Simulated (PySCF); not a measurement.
O₃Os, SMILES [O]=[Os](=[O])=[O], multiplicity 1. The structure is a stationary point at PBE0-D3(BJ)/def2-TZVP. The multiplicity is an assumed one; other spin states were not compared. The def2 effective core potentials stand for the cores of Os; spin–orbit coupling is left out.

Computed equilibrium geometry at PBE0-D3(BJ)/def2-TZVP (PySCF confirms it by a frequency run) as bond lengths and angles, and its point group:
point group D3h.
Atoms: Os1 O2 O3 O4. Bond lengths (Å): Os1–O2 1.683, Os1–O3 1.683, Os1–O4 1.683. Angles (°): O2–Os1–O3 120.0, O2–Os1–O4 120.0, O3–Os1–O4 120.0.
Charge 0, spin multiplicity 1.
